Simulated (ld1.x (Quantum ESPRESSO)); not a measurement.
# Building the TM potential for phosphorus (P) (LDA (PZ), non-relativistic).

ld1.x (Quantum ESPRESSO) 7.5 was run on this input:

```
&input
   title='P', zed=15., rel=0, dft='PZ', iswitch=3,
   config='[Ne] 3s1 3p4 3d-2',
   nld=3, rlderiv=1.70, eminld=-3.0, emaxld=5.0, deld=0.02
 /
 &inputp
   pseudotype=2, tm=.true., lloc=0,
   nlcc=.false.,
   file_pseudopw='P.UPF', file_wfcaegen='ae.wfc', file_wfcncgen='nc.wfc', file_beta='beta', file_chi='chi'
 /
3
3P  2  1   4.00   0.00  1.45  1.45  0.0
3D  3  2  -2.00   0.20  1.55  1.55  0.0
3S  1  0   1.00   0.00  1.35  1.35  0.0
 &test
   configts(1)='3s1 3p4'
 /
```

Command:

```bash
ld1.x < P.in > P.out
```

The program printed (shortened: banner, matrices, multipoles, cross overlaps and the repeated all-electron block are left out):

```
Program LD1 v.7.5
     --------------------------- All-electron run ----------------------------

     P

     atomic number is 15.00
     dft =PZ   lsd =0 sic =0 latt =0  beta=0.20 tr2=1.0E-14
     Exchange-correlation= PZ
                           (   1   1   0   0   0   0   0)
     mesh =1147 r(mesh) = 101.18493 a.u. xmin = -7.00 dx = 0.01250
     1 Ry =  13.60569312 eV

     n l     nl                  e(Ry)          e(Ha)          e(eV)
     1 0     1S 1( 2.00)      -152.2334       -76.1167     -2071.2409
     2 0     2S 1( 2.00)       -12.7652        -6.3826      -173.6795
     2 1     2P 1( 6.00)        -9.2586        -4.6293      -125.9695
     3 0     3S 1( 1.00)        -1.0761        -0.5380       -14.6409
     3 1     3P 1( 4.00)        -0.4528        -0.2264        -6.1611

     final scf error:  2.8E-16 reached in  26 iterations

     Etot =    -679.261607 Ry,    -339.630804 Ha,   -9241.824978 eV

     Ekin =     677.733187 Ry,     338.866593 Ha,    9221.029760 eV
     Encl =   -1618.335167 Ry,    -809.167584 Ha,  -22018.571653 eV
     Eh   =     304.803873 Ry,     152.401936 Ha,    4147.067952 eV
     Exc  =     -43.463499 Ry,     -21.731750 Ha,    -591.351036 eV

     normalization and overlap integrals

     s(1S/1S) =  1.000000  <r> =   0.1043  <r2> =    0.0146  r(max) =   0.0684
     s(2S/2S) =  1.000000  <r> =   0.5239  <r2> =    0.3273  r(max) =   0.4240
     s(2P/2P) =  1.000000  <r> =   0.4866  <r2> =    0.2974  r(max) =   0.3559
     s(3S/3S) =  1.000000  <r> =   1.8789  <r2> =    4.1136  r(max) =   1.5557
     s(3P/3P) =  1.000000  <r> =   2.3178  <r2> =    6.4565  r(max) =   1.8075

     ------------------------ End of All-electron run ------------------------

     --------------------- Generating NC pseudopotential ---------------------

      Generating local pot.: lloc=0, matching radius rcloc =   1.3500

      Wfc   3P  rcut= 1.443  Using Troullier-Martins method

      Wfc   3D  rcut= 1.556  Using Troullier-Martins method

     ------------------- End of pseudopotential generation -------------------

     Computing logarithmic derivative in   1.70868
     Computing logarithmic derivative in   1.70868
     Computing the partial wave expansion
       no projector for channel:   0
     R is outside the sphere for l=    1 j= 0.00
     R is outside the sphere for l=    2 j= 0.00

     ---------------------- Testing the pseudopotential ----------------------

     P

     atomic number is 15.00   valence charge is  5.00
     dft =PZ   lsd =0 sic =0 latt =0  beta=0.20 tr2=1.0E-14
     mesh =1147 r(mesh) = 101.18493 xmin = -7.00 dx = 0.01250

     n l     nl             e AE (Ry)        e PS (Ry)    De AE-PS (Ry)
     1 0     3S   1( 1.00)       -1.07608       -1.07608       -0.00000
     2 1     3P   1( 4.00)       -0.45283       -0.45283       -0.00000

     eps = 2.6E-15  iter =  7

     Etot =    -679.261607 Ry,    -339.630804 Ha,   -9241.824978 eV
     Etotps =   -12.188947 Ry,      -6.094473 Ha,    -165.839067 eV

     Ekin =       5.102892 Ry,       2.551446 Ha,      69.428387 eV
     Encl =     -24.026597 Ry,     -12.013298 Ha,    -326.898500 eV
     Ehrt =      10.161531 Ry,       5.080765 Ha,     138.254669 eV
     Ecxc =      -2.828849 Ry,      -1.414424 Ha,     -38.488450 eV
     Epseu=      -0.597924 Ry,      -0.298962 Ha,      -8.135173 eV

     ---------------------- End of pseudopotential test ----------------------
```

Generation and configuration tests took about 1.7 s on one core of a shared server CPU.
